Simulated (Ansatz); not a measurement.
**Worked example: CH6GeS + SiH2(NH)(NH2) → CH5GeS + SiH2(NH2)2**

Gas-phase species: CH6GeS `C[S][GeH3]`, singlet; SiH2(NH)(NH2), doublet; CH5GeS `C[S][GeH2]`, doublet; SiH2(NH2)2, singlet. A radical takes H: the energy is the difference in strength between the Ge–H bond broken and the N–H bond made.

Shapes, held fixed at every level: PBE0-D4/def2-TZVP. Flexible molecules stand in one conformer, not always the lowest. Programs: Ansatz 0.2.0. The zero-point and thermal change to 298 K, harmonic and unscaled (PBE0-D4/def2-TZVP), is +13.2 kJ/mol.

At CCSD(T)/def2-TZVPP; 1 Eh = 2625.50 kJ/mol:

| species | energy (Eh) |
| --- | --- |
| CH6GeS | -2514.987054 |
| SiH2(NH)(NH2) | -401.378933 |
| CH5GeS | -2514.349337 |
| SiH2(NH2)2 | -402.065067 |

Problem. Work out ΔH(298 K) of the reaction at this level.

Solution. 
1. Products less reactants: (-2514.349337) + (-402.065067) − [(-2514.987054) + (-401.378933)] = -0.048417 Eh = -127.1 kJ/mol.
2. With the thermal change: -127.1 + (+13.2) = -113.9 kJ/mol.

Other levels give -134.1 (MP2/def2-TZVPP) to -108.1 kJ/mol (BHLYP-D4/def2-TZVPP). No measured value is set beside it here. Open shells run unrestricted. Relativity is left out for Ge. Outer-core shells of Ge are correlated, in sets that cover them unevenly.
